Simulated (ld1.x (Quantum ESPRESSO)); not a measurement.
F: one change to an RRKJ potential, before and after

* Element: F
* Generator: ld1.x (Quantum ESPRESSO) 7.5
* Type: norm-conserving RRKJ (Kleinman–Bylander form)
* Functional: BLYP
* Relativity: scalar-relativistic
* Frozen core: [He]
* Valence charge: 7
* Reference configuration: 2s1.75 2p5.25
* Partial waves: 2s (bound): rc 0.80 bohr; 3d channel at -0.1 Ry: rc 0.75 bohr; 2p (bound): rc 0.95 bohr
* Local potential: the p channel
* Core correction: none
* rho0: 0.001

Change: local potential all-electron potential smoothed inside 0.65 bohr (lloc = -1).

Cutoffs: the cutoffs (Ry, on a coarse ladder) from which the occupation-weighted sum of valence levels, in a spherical-Bessel basis at the reference potential, stays within 10 and 1 mRy of its value at 400 Ry; they do not see the model core or the augmentation charge, which bear on the density cutoff. Errors are all-electron minus pseudo energies relative to the spin-unpolarised reference configuration.

Task: How do hardness, ghosts and transferability respond?

Result: The potential gets softer (180 Ry and 230 Ry → 160 Ry and 200 Ry); of the 7 tests that both files solve, the error grows in 5 and shrinks in 0 by more than 15 % and 0.3 meV (median size 0.8 → 2.3 meV); neither file shows a bound ghost.

| quantity | base | changed |
| --- | --- | --- |
| cutoff, loose | 180 Ry | 160 Ry |
| cutoff, tight | 230 Ry | 200 Ry |
| loose cutoff by channel (10 mRy a level) | s 160 Ry, p 110 Ry | s 160 Ry, p 100 Ry |
| bound ghosts | none | none |
| error for 2s2 2p5, meV [ΔE -4.67 eV] | +1.1 | +1.2 |
| error for 2s2 2p4, meV [ΔE 14.73 eV] | -0.5 | +6.0 |
| error for 2s2 2p3, meV [ΔE 53.14 eV] | +8.0 | +42 |
| error for 2s2 2p4.5, meV [ΔE 2.88 eV] | +0.7 | +2.3 |
| error for 2s2 2p5.3, meV [ΔE -7.34 eV] | +0.8 | +0.9 |
| error for 2s2 2p2, meV [ΔE 113.84 eV] | +99 | +196 |
| error for 2s1 2p5, meV [ΔE 33.69 eV] | -0.7 | +1.1 |
| s: phases at 1.05 bohr within 0.05 rad from the reference energy up to (Ry; the scan ends near 5) | to the end of the scan | to the end of the scan |
| p: phases at 1.05 bohr within 0.05 rad from the reference energy up to (Ry; the scan ends near 5) | to the end of the scan | to the end of the scan |
| d: phases at 1.05 bohr within 0.05 rad from the reference energy up to (Ry; the scan ends near 5) | to the end of the scan | to the end of the scan |
